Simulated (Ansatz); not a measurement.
CH$_{7}$BGeS (`CB[S][GeH3]`) at its PBE0-D4/def2-TZVP geometry, where that method's forces vanish. Total charge 0; spin multiplicity 1.

```xyz
11

C    -1.8594   -0.7284    1.0514
B    -0.6654   -0.0519    0.3137
S     0.8086   -0.9893   -0.0631
Ge    2.0401    0.5710   -1.0840
H    -2.0850   -0.1734    1.9697
H    -1.7086   -1.7784    1.3070
H    -2.7627   -0.6451    0.4353
H    -0.7205    1.1018   -0.0102
H     2.3067    1.7241   -0.1076
H     1.2900    1.0768   -2.3231
H     3.3562   -0.1071   -1.4892
```

(1) What forces (eV/Å) does PBE-D4/def2-TZVPP give on these atoms in Ansatz? (Estimate.)

Answers

(1) Ansatz gave: 
```
C1   0.118  0.012 -0.058
B2  -0.026  0.023  0.006
S3  -0.027 -0.261  0.091
Ge4  0.072  0.084 -0.058
H5  -0.060  0.105  0.176
H6   0.016 -0.212  0.058
H7  -0.186  0.019 -0.104
H8  -0.002  0.127 -0.037
H9   0.030  0.120  0.099
H10 -0.075  0.053 -0.129
H11  0.140 -0.069 -0.044
```
